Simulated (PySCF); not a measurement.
**Radial density of V⁺ (vanadium, charge +1)**

PBE, [Ar] 3d4, high-spin 5D determinant. Calculation: PySCF 2.14, in cc-pVDZ (6s5p3d1f, 43 functions); the non-relativistic Hamiltonian (point nucleus).

```tsv
r (bohr)	4πr²ρ (e/bohr)	4πr²(ρα − ρβ)
0.00118	0.1360	0.0000
0.00199	0.3707	0.0000
0.00335	0.9855	0.0000
0.00563	2.510	0.0000
0.00947	5.955	-0.0001
0.0159	12.54	-0.0001
0.0268	21.66	-0.0002
0.0450	27.28	-0.0001
0.0758	23.12	0.0010
0.127	21.89	0.0151
0.214	29.64	0.1272
0.361	16.92	0.6671
0.607	9.635	1.8896
1.02	10.68	2.4952
1.72	2.987	1.4501
2.89	0.4064	0.3655
4.85	0.03482	0.0348
8.17	0.0007584	0.0008
```
